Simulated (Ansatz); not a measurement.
Input and output for C₄H₁₂ClGaN₂ (`C[N](C)[Ga]([Cl])[N](C)C`).

```yaml
crystal:
  periodic: [false, false, false]
  atoms:
    - {symbol: C, position_ang: [0.378356, -1.947126, 1.087005]}
    - {symbol: N, position_ang: [0.670449, -1.467611, -0.238517]}
    - {symbol: C, position_ang: [1.478229, -2.381093, -1.006529]}
    - {symbol: Ga, position_ang: [0.100393, 0.114226, -0.909484]}
    - {symbol: Cl, position_ang: [0.344368, 0.378603, -3.031126]}
    - {symbol: N, position_ang: [-0.649031, 1.501673, -0.020254]}
    - {symbol: C, position_ang: [-0.674154, 1.637471, 1.412641]}
    - {symbol: C, position_ang: [-1.289938, 2.596047, -0.704642]}
    - {symbol: H, position_ang: [-0.314860, -1.284993, 1.608019]}
    - {symbol: H, position_ang: [1.285942, -2.038369, 1.702536]}
    - {symbol: H, position_ang: [-0.088942, -2.941903, 1.049847]}
    - {symbol: H, position_ang: [0.989919, -3.361969, -1.098371]}
    - {symbol: H, position_ang: [1.649037, -1.998010, -2.013601]}
    - {symbol: H, position_ang: [2.458489, -2.546300, -0.535891]}
    - {symbol: H, position_ang: [-1.698539, 1.601921, 1.812995]}
    - {symbol: H, position_ang: [-0.238471, 2.598298, 1.722990]}
    - {symbol: H, position_ang: [-0.096611, 0.849933, 1.899106]}
    - {symbol: H, position_ang: [-0.821125, 3.556021, -0.444527]}
    - {symbol: H, position_ang: [-1.220474, 2.473279, -1.786411]}
    - {symbol: H, position_ang: [-2.354838, 2.669401, -0.439484]}
basis:
  gaussian: {orbitals: aug-pcseg-2, fitting: {mean_field: def2-universal-jkfit}, final_grid: {core_spheres: 5, valence_spheres: 4, degree: 11}, point_charges: [{charge: 1.00, position_ang: [6.630, 0.715, 0.469]}]}
hamiltonian: {xc: {name: B97M-V}, pseudopotentials: {relativity: scalar}}
```

```sh
$ ansatz run in.yaml --threads 4 --pin off --events-out ev --progress --plain --max-ram 46080MiB --backend cuda --devices 0, --max-vram 37GiB
```

Shortened log:

```
Functional definition: B97M-V
1064 factors; integrals over basis functions are off by at most 1.0e0 eV
mean field evaluation 1: about -72638.8966 eV, gradient 1.1e2 eV
mean field evaluation 2: about -72521.7364 eV, gradient 2.2e2 eV
mean field evaluation 4: about -72665.3806 eV, gradient 1.8e1 eV
mean field evaluation 8: about -72666.0540 eV, gradient 3.8e-1 eV
mean field evaluation 16: about -72666.1786 eV, gradient 7.9e-4 eV
mean field -72666.17862234 eV, -2670.4328094660 hartree, gradient 4.1e-5 eV, S^2 0.000000; 0 other end points of the search recorded, 0 dependent functions left out
reference -72666.17879692 eV, -2670.4328158816 hartree; 49, 49 occupied and 612, 612 virtual orbitals, 1064 factors
Total energy: -72666.17879692 eV, -2670.4328158816 hartree
Relativity: scalar
```

Run time 7.5 s (4 threads of an AMD EPYC 7R13 on a shared host and a share of an NVIDIA H100 80 GB); peak host memory 1.1 GiB.
